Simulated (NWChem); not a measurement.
BHOICl; SMILES OB(Cl)I

```xyz
5

B      0.4874    -0.9734     0.0000
Cl    -0.7001    -2.2769     0.0000
I     -0.1407     1.0662     0.0000
O      1.7999    -1.2243     0.0000
H      2.0104    -2.1670     0.0000
```
Atoms are numbered in this order, from 1.

Computed with NWChem. Structure relaxed at the PBE0/def2-SVP level. def2 effective core potentials on I; no spin-orbit coupling. Static field.

### Question
Order these by “isotropic polarisability (bohr³)”, lowest first: PBE/def2-SVPD; Hartree-Fock/def2-SVPD; B3LYP/def2-SVPD.

### Answer
Hartree-Fock/def2-SVPD (61.9), B3LYP/def2-SVPD (67.6), PBE/def2-SVPD (69.8)
